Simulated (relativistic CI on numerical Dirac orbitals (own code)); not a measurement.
## Crystal-field levels of Fe3+, 3d5

Calculated by Dirac-Coulomb-Breit CI, orbitals from a KLI potential per configuration, model QED, valence Slater integrals scaled by 0.7, one configuration in a parametric crystal field (own radial code).

Field parameters in Wybourne normalisation: D4h B²₀ = −7Ds, B⁴₀ = 21(Dq − Dt), B⁴₄ = 21√(5/14) Dq. The field is a parameter set, without covalency.

S and J are read from ⟨S²⟩ = S(S + 1) and ⟨J²⟩ = J(J + 1) of each level; they are not fictitious spins.

D4h, 10Dq = 20300, Ds = -1500, Dt = 770 cm⁻¹, the lowest 10 levels:

```csv
E (cm⁻¹),Degeneracy,Irrep,S,J
0.0,2,Γ6,2.50,2.50
3.8,2,Γ7,2.50,2.50
11.9,2,Γ7,2.50,2.50
8005,2,Γ7,1.40,3.73
8169,2,Γ6,1.48,3.60
9515,2,Γ7,0.70,4.57
9897,2,Γ6,0.57,4.45
12408,2,Γ7,1.50,3.76
12454,2,Γ6,1.49,3.78
14358,2,Γ7,1.46,3.82
```

Principal g values of the ground doublet: 2.00, 6.00, 6.00.

D4h, 10Dq = 20300, Ds = -1090, Dt = 770 cm⁻¹, the lowest 10 levels:

```
E (cm⁻¹)  Degeneracy  Irrep     S     J
     0.0           2     Γ6  2.50  2.50
     3.9           2     Γ7  2.50  2.50
    12.1           2     Γ7  2.50  2.50
    8045           2     Γ7  1.43  3.68
    8177           2     Γ6  1.49  3.59
    9834           2     Γ7  0.64  4.62
   10255           2     Γ6  0.55  4.47
   13847           2     Γ7  1.50  3.89
   13926           2     Γ6  1.50  3.83
   14421           2     Γ7  1.42  3.82
```

Principal g values of the ground doublet: 2.00, 6.00, 6.00.

D4h, 10Dq = 20300, Ds = -680, Dt = 770 cm⁻¹, the lowest 16 levels:

| E (cm⁻¹) | Degeneracy | Irrep | S | J |
| --- | --- | --- | --- | --- |
| 0.0 | 2 | Γ6 | 2.50 | 2.50 |
| 4.0 | 2 | Γ7 | 2.50 | 2.50 |
| 12.3 | 2 | Γ7 | 2.50 | 2.50 |
| 8072 | 2 | Γ7 | 1.45 | 3.65 |
| 8182 | 2 | Γ6 | 1.49 | 3.59 |
| 10156 | 2 | Γ7 | 0.61 | 4.65 |
| 10602 | 2 | Γ6 | 0.54 | 4.49 |
| 14297 | 2 | Γ7 | 1.35 | 3.89 |
| 14557 | 2 | Γ7 | 1.49 | 3.80 |
| 14628 | 2 | Γ6 | 1.50 | 3.65 |
| 14647 | 2 | Γ6 | 1.50 | 3.51 |
| 15502 | 2 | Γ6 | 1.50 | 3.73 |
| 15531 | 2 | Γ7 | 1.49 | 3.61 |
| 15814 | 2 | Γ7 | 0.79 | 4.51 |
| 19647 | 2 | Γ7 | 1.48 | 3.63 |
| 19687 | 2 | Γ7 | 1.49 | 3.88 |

Principal g values of the ground doublet: 2.00, 6.00, 6.00.

The free-ion ground term has S = 5/2. Every field shown keeps that spin.

Levels of this model without a field, named by their leading LS term (the scale mimics covalency, so terms lie below those of the real free ion): 6S_5/2 0, 4G_11/2 25686, 4G_9/2 25738, 4G_5/2 25748, 4G_7/2 25753, 4P_5/2 29589, 4P_3/2 29683, 4P_1/2 29782 cm⁻¹.
